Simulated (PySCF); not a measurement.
## Assigning NMR signals

Molfile (atoms numbered from 1):
```
C7H3F2N
     RDKit          3D

 13 13  0  0  0  0  0  0  0  0999 V2000
    3.6121    0.2025   -0.2400 N   0  0  0  0  0  0  0  0  0  0  0  0
    2.4713    0.1458   -0.1647 C   0  0  0  0  0  0  0  0  0  0  0  0
    1.0614    0.0475   -0.0707 C   0  0  0  0  0  0  0  0  0  0  0  0
    0.4538   -1.2047    0.0377 C   0  0  0  0  0  0  0  0  0  0  0  0
   -0.9208   -1.3044    0.1292 C   0  0  0  0  0  0  0  0  0  0  0  0
   -1.7091   -0.1647    0.1159 C   0  0  0  0  0  0  0  0  0  0  0  0
   -1.1114    1.0793    0.0087 C   0  0  0  0  0  0  0  0  0  0  0  0
   -1.8750    2.1805   -0.0045 F   0  0  0  0  0  0  0  0  0  0  0  0
    0.2699    1.1972   -0.0847 C   0  0  0  0  0  0  0  0  0  0  0  0
    0.8369    2.4034   -0.1893 F   0  0  0  0  0  0  0  0  0  0  0  0
    1.0752   -2.0868    0.0466 H   0  0  0  0  0  0  0  0  0  0  0  0
   -1.3851   -2.2742    0.2124 H   0  0  0  0  0  0  0  0  0  0  0  0
   -2.7836   -0.2208    0.1857 H   0  0  0  0  0  0  0  0  0  0  0  0
  1  2  3  0
  2  3  1  0
  3  4  2  0
  4  5  1  0
  5  6  2  0
  6  7  1  0
  7  8  1  0
  7  9  2  0
  9 10  1  0
  9  3  1  0
  4 11  1  0
  5 12  1  0
  6 13  1  0
M  END
```

PySCF 2.14.0 with density-fitted response routines calculation with GFN2-xTB structure and shielding tensors at PBE0/pcSseg-1 (GIAO); in vacuum, one conformer, non-relativistic.

Shifts are taken against calculated references (same method and geometry level): TMS for 13C (σref 186.93) and 1H (σref 31.72).

**Question.** Assign these signals to the numbered atoms. 13C{1H} NMR (computed): δ 163.2 (C), 161.1 (C), 136.2 (CH), 130.2 (CH), 128.8 (CH), 118.6 (C), 109.6 (C).

**Answer.** 
```tsv
δ (ppm)	atoms	environment	reason
163.2	C9	aromatic carbon bearing fluorine	σ withdrawal by the attached heteroatom moves it downfield of the ring CH carbons
161.1	C7	aromatic carbon bearing fluorine	–
136.2	C4	aromatic CH	the aromatic region
130.2	C5	aromatic CH	–
128.8	C6	aromatic CH	–
118.6	C2	nitrile carbon	C≡N carbons fall here, among the sp2 signals but without a proton
109.6	C3	substituted aromatic carbon	–
```

C5 and C6 lie closer than the usual error of such a calculation, so a measured spectrum could show them in the other order.

**Question.** Assign these signals to the numbered atoms. 1H NMR (400 MHz, computed): δ 7.69 (m, 1H), 7.68 (m, 1H), 7.46 (m, 1H).

**Answer.** 
```tsv
δ (ppm)	atoms	environment	reason
7.69	H13	hydrogen on an aromatic CH	it sits in the deshielding region of the aromatic ring current
7.68	H11	hydrogen on an aromatic CH	–
7.46	H12	hydrogen on an aromatic CH	–
```

H13 and H11 lie closer than the usual error of such a calculation, so a measured spectrum could show them in the other order.

Splittings by 19F in the carbon and heteronuclear signals aren't shown, as no couplings were computed. Shifts are as computed. Against solution values, carbons near 30 ppm lie about +3 ppm off and those near 130 ppm about +5 ppm. Of 1211 compounds with measured shifts, 218 miss one by over three times the rms of a fit or turn the order of signals round; such compounds aren't used in these exercises. Multiplicities follow the n + 1 count of equivalent neighbours, as no J values were calculated; m marks all less simple cases, F and P coupling included.
